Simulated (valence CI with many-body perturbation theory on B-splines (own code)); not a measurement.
## Energy levels of Nd46+

Calculated by relativistic CI+MBPT: four valence electrons over a frozen Dirac-Fock core [Ne], radial functions for each j: 11 s, 11 p, 9 d, 7 f, 5 g, 2 h, 1 i, with the one-electron correlation potential Σ1 (screened to all orders), the two-electron term Σ2, the three-electron term Σ3, Breit, model QED; selected single and double excitations, second order for the rest (own B-spline code, finite nucleus).

No measured spectrum was set against this ion. As an estimate, large intervals hold to a few tenths of a per cent, small ones and those within an open d or f shell to about a per cent.

Levels 46 to 64 of 64, with energies above the lowest level, (3s^2 3p1/2^2) J=0. "Leading %" is the weight of the configuration and term that name the level; weights of strongly mixed levels are sums over their largest components and can fall short. In the jj column 3d3/2^4 stands for four electrons in 3d with j = 3/2. Lifetimes count E1, E2, E3, M1 and M2 decay at the calculated energies, and are blank where another channel may lead or the interval is too uncertain; long ones can be off by a factor of two.

```csv
No.,Configuration,Term,J,E (eV),Leading %,Lifetime,g,Leading jj
46,3s3p²3d,³P,2,572.64,36,5.21 ps,1.319,3s 3p1/2 3p3/2 3d5/2 (88 %)
47,3s3p²3d,³G,5,572.73,51,89.9 ps,1.290,3s 3p1/2 3p3/2 3d5/2 (97 %)
48,3s3p²3d,³D,1,579.97,59,2.06 ps,0.941,3s 3p1/2 3p3/2 3d5/2 (48 %)
49,3s3p²3d,³F,3,581.25,41,5.36 ps,1.238,3s 3p1/2 3p3/2 3d5/2 (85 %)
50,3s3p²3d,³P,0,589.40,72,1.42 ps,,3s 3p1/2 3p3/2 3d3/2 (61 %)
51,3s3p²3d,³F,2,589.56,31,1.50 ps,1.042,3s 3p1/2 3p3/2 3d3/2 (50 %)
52,3s3p²3d,³D,3,590.27,59,3.06 ps,1.273,3s 3p1/2 3p3/2 3d5/2 (82 %)
53,3s3p²3d,¹G,4,591.10,43,9.10 ps,1.155,3s 3p1/2 3p3/2 3d5/2 (82 %)
54,3s3p²3d,³P,1,591.90,40,1.16 ps,1.076,3s 3p1/2 3p3/2 3d3/2 (65 %)
55,3s3p²3d,¹D,2,593.76,26,1.47 ps,1.051,3s 3p1/2 3p3/2 3d5/2 (43 %)
56,3s3p²3d,³D,3,600.65,36,2.37 ps,1.178,3s 3p1/2 3p3/2 3d5/2 (89 %)
57,3s3p²3d,³G,4,601.86,42,3.17 ps,1.132,3s 3p1/2 3p3/2 3d5/2 (89 %)
58,3s3p²3d,³D,1,604.19,47,4.03 ps,0.833,3s 3p1/2 3p3/2 3d5/2 (88 %)
59,3s3p²3d,³P,1,613.55,36,2.94 ps,1.395,3s 3p1/2 3p3/2 3d5/2 (88 %)
60,3s3p²3d,³F,3,614.84,35,1.87 ps,1.083,3s 3p1/2 3p3/2 3d5/2 (84 %)
61,3s3p²3d,³D,2,615.73,30,2.35 ps,1.173,3s 3p1/2 3p3/2 3d5/2 (80 %)
62,3s3p²3d,³P,0,617.97,36,1.79 ps,,3s 3p1/2 3p3/2 3d5/2 (67 %)
63,3s3p²3d,³D,2,621.91,33,1.22 ps,1.168,3s 3p1/2 3p3/2 3d5/2 (84 %)
64,3s²3d²,³F,2,630.70,57,656 fs,0.815,3s^2 3d3/2^2 (71 %)
```
